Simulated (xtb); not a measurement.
xtb input (GFN2-xTB):

```bash
xtb mol.xyz --gfn 2 --sp --chrg 1 --uhf 0
```
mol.xyz:
```
3

Nb     0.17153668    -0.14984206     0.18304385
O      0.61028280     0.54759419    -1.31895152
O     -1.48940826     0.22034638     0.38085181
```

End of the output:

```
         :::::::::::::::::::::::::::::::::::::::::::::::::::::
         ::                     SUMMARY                     ::
         :::::::::::::::::::::::::::::::::::::::::::::::::::::
         :: total energy              -9.258077906168 Eh    ::
         :: gradient norm              0.034373272783 Eh/a0 ::
         :: HOMO-LUMO gap              0.479271895476 eV    ::
         ::.................................................::
         :: SCC energy                -9.295636239097 Eh    ::
         :: -> isotropic ES            0.169919690208 Eh    ::
         :: -> anisotropic ES         -0.007604904419 Eh    ::
         :: -> anisotropic XC         -0.013694709016 Eh    ::
         :: -> dispersion             -0.001096258431 Eh    ::
         :: repulsion energy           0.037558332929 Eh    ::
         :: add. restraining           0.000000000000 Eh    ::
         :: total charge               1.000000000000 e     ::
         :::::::::::::::::::::::::::::::::::::::::::::::::::::

           -------------------------------------------------
          |                Property Printout                |
           -------------------------------------------------

    * Orbital Energies and Occupations

         #    Occupation            Energy/Eh            Energy/eV
      -------------------------------------------------------------
Note: The following floating-point exceptions are signalling: IEEE_INVALID_FLAG IEEE_UNDERFLOW_FLAG IEEE_DENORMAL
normal termination of xtb
         1        2.0000           -1.1142015             -30.3190
         2        2.0000           -1.0249199             -27.8895
         3        2.0000           -0.8993312             -24.4720
         4        2.0000           -0.8726943             -23.7472
         5        2.0000           -0.8726216             -23.7452
         6        2.0000           -0.8541144             -23.2416
         7        2.0000           -0.8431425             -22.9431
         8        1.9998           -0.8241277             -22.4257 (HOMO)
         9        0.0002           -0.8065148             -21.9464 (LUMO)
        10                         -0.7265957             -19.7717
        11                         -0.6872591             -18.7013
        12                         -0.6741259             -18.3439
        13                         -0.5953055             -16.1991
        14                         -0.5381391             -14.6435
        15                         -0.4983142             -13.5598
        16                         -0.2024754              -5.5096
        17                         -0.0695984              -1.8939
      -------------------------------------------------------------
                  HL-Gap            0.0176129 Eh            0.4793 eV
             Fermi-level           -0.8153212 Eh          -22.1860 eV

     #   Z          covCN         q      C6AA      α(0)
     1  41 Nb       1.469     0.652   511.832    47.357
     2   8 O        0.734     0.174    13.003     4.832
     3   8 O        0.734     0.174    13.003     4.832

 Mol. C6AA /au·bohr⁶  :        858.551724
 Mol. C8AA /au·bohr⁸  :      82779.731536
 Mol. α(0) /au        :         57.021366

Wiberg/Mayer (AO) data.
largest (>0.10) Wiberg bond orders for each atom

 ---------------------------------------------------------------------------
     #   Z sym  total        # sym  WBO       # sym  WBO       # sym  WBO
 ---------------------------------------------------------------------------
     1  41 Nb   5.209 --     2 O    2.605     3 O    2.605
     2   8 O    2.920 --     1 Nb   2.605     3 O    0.315
     3   8 O    2.920 --     1 Nb   2.605     2 O    0.315
 ---------------------------------------------------------------------------

Topologies differ in total number of bonds
Writing topology from bond orders to xtbtopo.mol

molecular dipole:
                 x           y           z       tot (Debye)
 q only:       -0.078       0.068      -0.083
   full:        1.504      -1.314       1.605       6.511
molecular quadrupole (traceless):
                xx          xy          yy          xz          yz          zz
 q only:        0.920      -0.084      -1.195      -1.170      -0.691       0.276
  q+dip:        0.476      -1.418      -0.874       1.144      -1.790       0.398
   full:       -1.032      -0.896       1.157       2.573      -0.257      -0.125

           -------------------------------------------------
          | TOTAL ENERGY               -9.258077906168 Eh   |
          | GRADIENT NORM               0.034373272783 Eh/α |
          | HOMO-LUMO GAP               0.479271895476 eV   |
           -------------------------------------------------

------------------------------------------------------------------------
------------------------------------------------------------------------
 total:
 SCF:
```

This state (charge 1, singlet) is run at the relaxed geometry of the species with charge 0 and multiplicity 2.
